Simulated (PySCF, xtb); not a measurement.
ClH6NOSi2, SMILES N[SiH2]O[SiH2]Cl.

GFN2-xTB (xtb) at its own geometry gives an orbital gap of 5.48 eV and a dipole moment of 2.67 D.

Coordinates come from a B3LYP-D3(BJ)/def2-SVP optimisation. The structure was generated by enumeration, and PubChem lists no compound with its InChIKey, so it may never have been made. One conformer was computed; it need not be the lowest.

**Question.** What does PBE/def2-TZVP in PySCF give? (The exact figures need the calculation; the answer reports its results.)

**Answer.** gap 5.87 eV (levels -6.41 and -0.54 eV), dipole 1.40 D.
